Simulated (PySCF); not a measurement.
A series of related molecules.

All values: B3LYP/def2-SVPD (PySCF) at GFN2-xTB geometries, gas phase, one conformer each. Core orbitals are frozen in the response; Δα² is half the sum of the squared differences of the principal polarisabilities.

(1) Rank by HOMO energy, lowest first.
A. `COCCC(=O)Cl`
B. `O=C(Cl)C(F)(F)C(F)(F)F`
C. `CCC(=O)Cl`
D. `N#CCCC(=O)Cl`

(2) Rank by polarisability anisotropy Δα, lowest first.
A. `[CH3:1][CH2:2][C:3](=[O:4])[Cl:5]` with C1–C2–C3–O4 0° (propionyl chloride)
B. `[O:1]=[C:2]([Cl:3])[C:4]([F:5])([F:6])[C:7]([F:8])([F:9])[F:10]` with O1–C2–C4–F5 -32° (pentafluoropropionyl chloride)
C. `[N:1]#[C:2][CH2:3][CH2:4][C:5](=[O:6])[Cl:7]` with C2–C3–C4–C5 -72°, C3–C4–C5–O6 -11°
D. `[CH3:1][O:2][CH2:3][CH2:4][C:5](=[O:6])[Cl:7]` with C1–O2–C3–C4 180°, O2–C3–C4–C5 180°, C3–C4–C5–O6 0°

Answers

(1) B (-9.43 eV), D (-8.84 eV), C (-8.39 eV), A (-7.68 eV).

(2) B (2.46 Å³), C (3.26 Å³), A (3.53 Å³), D (5.05 Å³).

All values together:

```tsv
SMILES	formula	μ (D)	HOMO (eV)	LUMO (eV)	α (Å³)	Δα (Å³)	electrons	α per electron (Å³)
CCC(=O)Cl	C3H5ClO	2.92	-8.39	-1.40	8.21	3.53	48	0.171
COCCC(=O)Cl	C4H7ClO2	2.53	-7.68	-1.49	10.86	5.05	64	0.170
N#CCCC(=O)Cl	C4H4ClNO	4.89	-8.84	-1.88	10.03	3.26	60	0.167
O=C(Cl)C(F)(F)C(F)(F)F	C3ClF5O	1.11	-9.43	-2.92	8.56	2.46	88	0.097
```

Conformers: `[CH3:1][CH2:2][C:3](=[O:4])[Cl:5]` with C1–C2–C3–O4 0°; `[CH3:1][O:2][CH2:3][CH2:4][C:5](=[O:6])[Cl:7]` with C1–O2–C3–C4 180°, O2–C3–C4–C5 180°, C3–C4–C5–O6 0°; `[N:1]#[C:2][CH2:3][CH2:4][C:5](=[O:6])[Cl:7]` with C2–C3–C4–C5 -72°, C3–C4–C5–O6 -11°; `[O:1]=[C:2]([Cl:3])[C:4]([F:5])([F:6])[C:7]([F:8])([F:9])[F:10]` with O1–C2–C4–F5 -32°.
